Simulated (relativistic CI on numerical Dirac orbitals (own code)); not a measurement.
**Au⁵²⁺: sensitivity of the levels to the model**

Base calculation: Dirac-Coulomb-Breit CI, orbitals from a KLI potential per configuration, a model potential for QED, unscaled Slater integrals.

Configuration list (outside the closed core [Ne]): 3s2 3p6 3d9, 3s2 3p5 3d10, 3s 3p6 3d10, 3s2 3p6 3d8 4s, 3s2 3p6 3d8 4p, 3s2 3p4 3d10 4s, 3s2 3p6 3d8 4d, 3s2 3p4 3d10 4p, 3s2 3p5 3d9 4s, 3s2 3p6 3d8 4f, 3s2 3p4 3d10 4d, 3s2 3p5 3d9 4p, 3s 3p5 3d10 4s, 3s 3p5 3d10 4p, 3s2 3p6 3d7 4s2, 3s2 3p5 3d9 4d, 3s 3p6 3d9 4s, 3s2 3p6 3d7 4s 4p, 3s 3p5 3d10 4d, 3p6 3d10 4s, 3s2 3p5 3d9 4f, 3s2 3p6 3d8 5s, 3s2 3p6 3d7 4p2, 3s2 3p6 3d7 4s 4d, 3s 3p6 3d9 4p, 3s2 3p6 3d8 5p, 3p6 3d10 4p, 3s2 3p5 3d8 4s2, 3s2 3p6 3d8 5d, 3s2 3p6 3d7 4p 4d, 3p6 3d10 4d, 3s2 3p6 3d8 5f, 3s 3p6 3d9 4d, 3s2 3p5 3d8 4s 4p, 3s2 3p6 3d8 5g, 3s2 3p6 3d7 4d2. Levels of other configurations are missing.

Variants: (1) QED terms removed. Shifts of the energy above 3s2 3p6 3d9 2D_5/2, in eV, for the lowest level and the first level of each name with at least 55 % of one term (blank where a level changes its place among those of its configuration and J or its character, or is not in the variant):

```
                  Level     Base   Δ(1)
     3s2 3p6 3d9 2D_5/2     0.00   0.00
     3s2 3p6 3d9 2D_3/2    91.65  -0.23
   3s2 3p5 3d10 2P°_3/2   511.65  +0.81
   3s2 3p5 3d10 2P°_1/2   939.79  +0.45
     3s 3p6 3d10 2S_1/2  1204.78  +5.67
  3s2 3p6 3d8 4s 4F_9/2  1907.30  -2.09
  3s2 3p6 3d8 4s 2F_7/2  1910.64  -2.09
  3s2 3p6 3d8 4s 4F_7/2  1998.11  -2.32
  3s2 3p6 3d8 4s 4F_5/2  1998.97  -2.32
  3s2 3p6 3d8 4s 2G_9/2  2014.36  -2.32
  3s2 3p6 3d8 4s 2G_7/2  2015.09  -2.32
  3s2 3p6 3d8 4s 2P_1/2  2016.52  -2.32
 3s2 3p6 3d8 4p 2P°_1/2  2047.41  -0.27
  3s2 3p6 3d8 4s 4F_3/2  2095.28  -2.56
 3s2 3p6 3d8 4p 4G°_7/2  2105.93  -0.50
 3s2 3p6 3d8 4p 2H°_9/2  2121.63  -0.50
3s2 3p6 3d8 4p 4G°_11/2  2164.29  -0.40
 3s2 3p6 3d8 4p 4F°_9/2  2167.75  -0.40
 3s2 3p6 3d8 4p 4G°_9/2  2255.27  -0.63
 3s2 3p6 3d8 4p 4F°_7/2  2257.15  -0.63
3s2 3p6 3d8 4p 2H°_11/2  2269.64  -0.63
```

At this charge energies of transitions that change n are usually good to better than 1 %, and those within a shell (Δn = 0) to a few per cent.

Ionisation energy from the two ground configurations alone: base 5013.6 eV. The NIST ASD value (theoretical) is 5013 eV.

LS names give the leading component of a level, which can be under half, so a name can repeat, a term be missing and a line seem to break the LS rules.
